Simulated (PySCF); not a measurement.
CdGeH3I, SMILES [GeH3][Cd][I].

Geometry: r2SCAN-D4/def2-SVP. The structure was generated by enumeration; whether it is a known compound was not checked. The def2 effective core potentials stand for the cores of Cd, I; spin–orbit coupling is left out.

The numbers are results of M06-2X/def2-TZVPD (PySCF), not measurements.

```json
{
  "total_energy": "-2544.18995 hartree",
  "point_group": "C3v",
  "highest_occupied_level": "-8.49 eV",
  "lowest_empty_level": "-0.75 eV",
  "orbital_gap": "7.75 eV",
  "dipole_moment": "2.44 D",
  "quadrupole, principal values (traceless, Buckingham form, about the centre of nuclear charge)": "-8.49, 4.25, 4.25 D·Å",
  "mean_static_polarisability": "109.3 bohr³ (16.20 Å³)",
  "polarisability_principal_values": "82.8, 82.8, 162.2 bohr³"
}
```
